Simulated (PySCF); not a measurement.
PySCF 2.14 output of an unrestricted BP86 calculation on a single atom or ion in x2c-TZVPPall with one added diffuse shell each of s, p, d, f type (12s8p8d5f2g, 129 functions), with the spin-free X2C one-electron Hamiltonian (Gaussian nucleus):

```
SCF conv_tol = 1e-09
number electrons alpha = 35  beta = 29
    A. D. Becke.,  Phys. Rev. A 38, 3098 (1988)
    J. P. Perdew.,  Phys. Rev. B 33, 8822 (1986)
cycle= 1 E= -11709.6276197877  delta_E= 0.00649  |g|= 0.662  |ddm|= 0.371
cycle= 2 E= -11709.3941293184  delta_E= 0.233  |g|= 1.61  |ddm|= 0.785
cycle= 3 E= -11709.6808220206  delta_E= -0.287  |g|= 0.0956  |ddm|= 0.524
cycle= 4 E= -11709.6823160908  delta_E= -0.00149  |g|= 0.0159  |ddm|= 0.0563
cycle= 5 E= -11709.6823616105  delta_E= -4.55e-05  |g|= 0.00089  |ddm|= 0.00914
cycle= 6 E= -11709.6823617945  delta_E= -1.84e-07  |g|= 4.11e-05  |ddm|= 0.000628
cycle= 7 E= -11709.6823617951  delta_E= -5.93e-10  |g|= 6.16e-06  |ddm|= 6.54e-05
converged SCF energy = -11709.6823617951  <S^2> = 12.00479  2S+1 = 7.0013686
```

The run itself started from symmetry-adapted Hartree-Fock orbitals and held the occupation by maximum overlap, on a logarithmic radial grid, so the iterations belong to that start.

Q: Which element, charge and spin multiplicity is this?

A: Tb⁺ (terbium, charge +1), multiplicity 7; the state was [Xe] 4f9 5d1, one real determinant (an excited configuration).

⟨L²⟩ = 30.02 against 56 for a pure K term, so this real determinant mixes terms. Spin-orbit coupling, absent here, splits the open shell strongly.
